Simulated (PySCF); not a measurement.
**C8H6S2: calculation and literature**

Mapped SMILES: `[cH:1]1[cH:2][s:3][c:4](-[c:5]2[cH:6][cH:7][cH:8][s:9]2)[cH:10]1`. Hydrogens are named by the atom that carries them.

Published estimates (parent shift plus substituent increments) and measurements: δ ¹H H(C2)/H(C8) 7.20; H(C6)/H(C10) 7.17; H(C1)/H(C7) 7.00 ppm (estimated from measurements, as parent shift plus tabulated substituent increment; solution, not stated per compound (mostly CDCl3 or CCl4); Pretsch, Buehlmann, Badertscher, Structure Determination of Organic Compounds, 4th ed. (2009)).

- geometry: GFN2-xTB
- PBE0/pcSseg-1 with gauge-including orbitals
- run in PySCF
- averaged over atoms made equivalent by symmetry, fast rotation or ring inversion, no relativistic terms, in vacuum, a single conformation

(1) How close does the calculation come?

(2) How far are the unscaled ¹H shifts from the references?

## Answers

(1) 
Reference values: estimated from measurements, as parent shift plus tabulated substituent increment (solution, not stated per compound (mostly CDCl3 or CCl4); Pretsch, Buehlmann, Badertscher, Structure Determination of Organic Compounds, 4th ed. (2009)).
```json
{"atoms": "H(C2)/H(C8)", "quantity": "δ ¹H", "reference": "7.20", "computed": "6.99", "computed, scaled": "6.68"}
{"atoms": "H(C6)/H(C10)", "quantity": "δ ¹H", "reference": "7.17", "computed": "7.43", "computed, scaled": "7.09"}
{"atoms": "H(C1)/H(C7)", "quantity": "δ ¹H", "reference": "7.00", "computed": "7.05", "computed, scaled": "6.74"}
```

Computed shifts are σ(ref) − σ with the named reference compound (TMS for H and C) calculated as an isolated molecule at the same level. The measured values may be among those fitted. Shieldings were converted by linear fits to measured shifts (mostly CDCl3, TMS scale, for H and C): ¹H (scatter 0.17 ppm rms, 0.18 ppm with the 4 outliers that the fit left out). A few per cent of atoms miss by over 2 rms, more outside the fitted compound classes.

(2) Mean signed difference +0.03 ppm, mean absolute 0.17 ppm over 3 comparisons; the largest is +0.26 ppm at H(C6)/H(C10) (hydrogen on an aromatic CH).
